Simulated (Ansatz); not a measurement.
`CB(N)[SiH3]` + `B/C(C)=C/F` → `BB(N)[SiH3]` + `CC(C)=CF`  (formal exchange of groups at a B–C bond)

Calculated with Ansatz (gas phase, PBE0-D4/def2-TZVP geometries, no zero-point term in ΔE). CBS: MP2 limit from def2 TZ/QZ plus the TZ coupled-cluster correction, frozen cores. DFT in def2-TZVPP. Each species was taken in one conformer, which may not be the lowest.

```json
{"species": "`CB(N)[SiH3]`", "ωB97M-V energy (Eh)": "-412.01719"}
{"species": "`B/C(C)=C/F`", "ωB97M-V energy (Eh)": "-242.57771"}
{"species": "`BB(N)[SiH3]`", "ωB97M-V energy (Eh)": "-398.10568"}
{"species": "`CC(C)=CF`", "ωB97M-V energy (Eh)": "-256.45454"}
```

(1) Work out ΔE.

Largest T1 diagnostic among the species: 0.014.

## Answers

(1) ΔE = (-398.10568) + (-256.45454) − (-412.01719) − (-242.57771) = 0.03468 Eh = +21.8 kcal/mol. CCSD(T)/CBS gives +21.2 kcal/mol.
